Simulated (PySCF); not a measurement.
# Bond length, frequency and bond energy of PbN⁻ by level of theory

State: ¹Σ⁺ (singlet), closed shell. Set-up: PySCF, scalar-relativistic core potentials, basis sets Pb def2-SVPD with ECP60, N def2-SVPD. De refers to Pb⁻ + N in their high-spin ground configurations, without counterpoise correction. A positive dipole points towards N; it is taken about the centre of mass and depends on that origin. Levels whose curve was spin-contaminated or gave no clean fit are not listed.

```csv
Level,Re (Å),ωe (cm⁻¹),De (eV),μ (D)
RHF,1.919,867,-2.13,-6.09
RHF-CCSD,1.991,714,2.27,n/a
RHF-CCSD(T),2.025,646,2.93,n/a
PBE,1.995,705,3.94,-4.78
BP86,1.998,702,3.98,-4.77
M06,1.981,738,3.83,-5.33
```

Which functional lies closest to RHF-CCSD(T) in De, which farthest, and by how much do they differ from it?

Closest is M06 (-4.4 pm in Re, +14.2 % in ωe, +0.90 eV in De against RHF-CCSD(T) in the same basis), farthest BP86 (-2.7 pm in Re, +8.7 % in ωe, +1.05 eV in De). CCSD(T) converges more slowly with the basis than the functionals do and binds too weakly in this one, so the order can change at the basis-set limit.

What does the triples do here, going from RHF-CCSD to RHF-CCSD(T)?

RHF-CCSD(T) less RHF-CCSD: +3.4 pm in Re, -9.5 % in ωe, +0.66 eV in De. Correlation nearly always deepens the well. The bond lengthens, as in strong covalent bonds, where excitations into antibonding orbitals dominate.

What does all correlation do here, going from RHF to RHF-CCSD(T)?

RHF-CCSD(T) less RHF: +10.6 pm in Re, -25.5 % in ωe, +5.06 eV in De. Correlation nearly always deepens the well. The bond lengthens, as in strong covalent bonds, where excitations into antibonding orbitals dominate.

Correlated steps freeze 5 core orbitals. Correlated levels converge slowly with the basis: in double zeta they bind strong bonds too weakly, by up to about 1 eV, and carry superposition errors of some tenths. These are scalar-relativistic numbers at best; spin–orbit coupling would shift them, the dissociation energy most. For an ion De counts to the pair picked by the measured ionisation energies or electron affinities, which need not be the lowest pair at this level. Where the molecule has an RHF reference, its open-shell atoms are computed with UHF. The highest Kohn–Sham level is positive in this anion. Much of that is self-interaction error, but it also means that the finite basis helps to hold the extra electron. The CCSD T1 diagnostic is raised, a sign that a single reference may not be enough here. A negative De means that the minimum lies above the separated atoms at that level.
